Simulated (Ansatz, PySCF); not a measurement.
Spin states of HNbO (SMILES [OH][Nb]), each relaxed with B3LYP-D3(BJ)/def2-TZVP.
State 1 (charge 0, multiplicity 5):
| atom | x (Å) | y (Å) | z (Å) |
|---|---|---|---|
| Nb | -0.9691 | -0.7059 | -0.8904 |
| O | 0.3378 | -0.0863 | 0.3594 |
| H | 0.5982 | 0.8396 | 0.4607 |
State 2 (charge 0, multiplicity 1):
```
atom    x (Å)    y (Å)    z (Å)
----  -------  -------  -------
Nb    -0.9581  -0.8349  -0.8552
O      0.1654   0.1702   0.1323
H      0.7596   0.7121   0.6526
```

```tsv
level	energy of the multiplicity-1 state less that of the multiplicity-5 state (kcal/mol)	cost
PBE-D3(BJ)/def2-TZVPP	34.64	×1
PBE-D4/def2-TZVPP	34.64	×1
BLYP-D4/def2-TZVPP	24.60	×0.9
r2SCAN-D3(BJ)/def2-TZVPP	44.54	×2
B3LYP-D3(BJ)/def2-TZVPP	27.19	×0.5
PBE0/def2-TZVPP	38.31	×1
BHLYP/def2-TZVPP	30.06	×0.6
BHLYP-D4/def2-TZVPP	30.02	×0.6
CAM-B3LYP/def2-TZVPP	27.69	×0.9
CAM-B3LYP-D3(BJ)/def2-TZVPP	27.67	×0.9
wB97X-V/def2-TZVPP	24.95	×2
CCSD/def2-SVP	28.50	-
CCSD/def2-TZVPP	30.41	-
CCSD(T)/CBS(def2-SVP, def2-TZVPP)	25.27	×6
```

The rows run from 24.60 (BLYP-D4/def2-TZVPP) to 44.54 kcal/mol (r2SCAN-D3(BJ)/def2-TZVPP). The dispersion term adds -0.04 in BHLYP-D4, -0.03 in CAM-B3LYP-D3(BJ). The 4 functionals in def2-TZVPP without D3 or D4 span 13.37, from wB97X-V to PBE0.

Singlets are restricted, other states unrestricted; no spin–orbit coupling, no relativity up to Kr; see below for the cores. The largest T1 diagnostic is 0.027.

Correlated levels freeze the inner cores; with def2 sets outer-core shells near the valence are correlated too. CBS(a, b) extrapolates the correlation energy as X⁻³ and adds the Hartree–Fock energy of set b.

Doubts at one or more of the structures used: a restricted determinant that unrestricted orbitals would lower (CCSD/def2-SVP, CCSD/def2-TZVPP, CCSD(T)/CBS(def2-SVP, def2-TZVPP)).

Programs: Ansatz (Gaussian orbitals); PySCF for the dispersion terms. Each number belongs to the level named beside it. In def2 rows elements past Kr take small-core potentials, without spin–orbit coupling.

Costs are rough ratios of core time to PBE/def2-TZVPP (about 21 s over the structures, on one shared machine); a dash marks a level with no comparable run of its own.

Ansatz is a program for electronic structure.
